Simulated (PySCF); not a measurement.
C₂H₇In. Atoms are numbered in the order given.

```xyz
10

In    -0.0373    -0.6529     0.0000
H      1.0878    -2.0001     0.0000
H     -1.7639    -0.9775     0.0000
C      0.6927     1.4211     0.0000
C     -0.3880     2.5040     0.0000
H      1.3618     1.5106    -0.8836
H      1.3618     1.5106     0.8836
H     -1.0479     2.4349     0.8896
H     -1.0479     2.4349    -0.8896
H      0.0481     3.5275     0.0000
```
Charge 0, spin multiplicity 1.

The structure is a stationary point at PBE-D3(BJ)/def2-SVP. The def2 effective core potentials stand for the cores of In; spin–orbit coupling is left out.

Method: B3LYP/def2-TZVPD (PySCF).

Mulliken values depend strongly on the basis, most of all with diffuse functions as here. ESP charges are fitted to the potential on shells at 1.4 to 2.0 van der Waals radii. Atomic charges (e):

```csv
atom,ESP fit,Mulliken
In1,0.66,0.63
H2,-0.27,-0.20
H3,-0.26,-0.20
C4,-0.03,-0.60
C5,-0.11,-0.93
H6,-0.02,0.27
H7,-0.02,0.27
H8,0.01,0.26
H9,0.01,0.26
H10,0.03,0.25
```
